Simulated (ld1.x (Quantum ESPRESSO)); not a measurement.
# Which change was made? (In, TM)

```json
{
  "Element": "In",
  "Generator": "ld1.x (Quantum ESPRESSO) 7.5",
  "Type": "norm-conserving Troullier–Martins (Kleinman–Bylander form)",
  "Functional": "PBEsol",
  "Relativity": "scalar-relativistic",
  "Frozen core": "[Kr] 4d10",
  "Valence charge": "3",
  "Reference configuration": "5s2 5p0 (charge +1)",
  "Partial waves": "5s (bound): rc 1.90 bohr; 5p (bound, empty): rc 2.45 bohr; 5d channel at 0.25 Ry: rc 2.60 bohr",
  "Local potential": "the d channel",
  "Core correction": "a·sin(br)/r model core, default radius (core density twice the valence density)"
}
```

Cutoffs, loose and tight: the cutoffs (Ry, on a coarse ladder) from which the occupation-weighted sum of valence levels, in a spherical-Bessel basis at the reference potential, stays within 10 and 1 mRy of its value at 400 Ry. They do not see the model core or the augmentation charge, which bear on the density cutoff. Test errors are all-electron minus pseudo excitation energies from the reference, over the configurations 5s2 5p1; 5s1 5p0; 5s2 5p0.5; 5s2 5p1.3; 5s1 5p2; 5s0 5p3; 5s1 5p1; variants that change the core or the reference have their own tests. The largest error is taken over the tests solved by every variant that gives reliable tests at all, those not shown here included: 5s1 5p0; 5s1 5p2; 5s2 5p0.5; 5s2 5p1; 5s2 5p1.3.

The base gives: outcome: generated; cutoff, loose: 12 Ry; cutoff, tight: 40 Ry; bound ghosts: s, p; largest test error (meV): -145.

Question: After one change the result is: outcome: generated; cutoff, loose: 180 Ry; cutoff, tight: 300 Ry; bound ghosts: s; largest test error (meV): -296 over the solved tests; 5 of 7 tests not solved or not reliable. Which change was it?
A. core [Ar] 3d10 4s2, valence charge 19; reference 4p6 4d10 5s2 5p1; waves now 5s (bound): rc 2.30 bohr; 4p (bound): rc 0.85 bohr; 4d (bound): rc 1.70 bohr; 4f channel at 0.3 Ry: rc 1.80 bohr; local potential all-electron potential smoothed inside 0.65 bohr (lloc = -2); core correction none
B. core correction none
C. wave 5d channel at 0.25 Ry: rc 2.60 bohr becomes 5d channel at 0.25 Ry: rc 2.14 bohr

Answer: A. The others give: core correction none → outcome: generated; cutoff, loose: 12 Ry; cutoff, tight: 40 Ry; bound ghosts: s, p; largest test error (meV): +59 | wave 5d channel at 0.25 Ry: rc 2.60 bohr becomes 5d channel at 0.25 Ry: rc 2.14 bohr → outcome: generated; cutoff, loose: 18 Ry; cutoff, tight: 30 Ry; bound ghosts: s, p; largest test error (meV): -128.
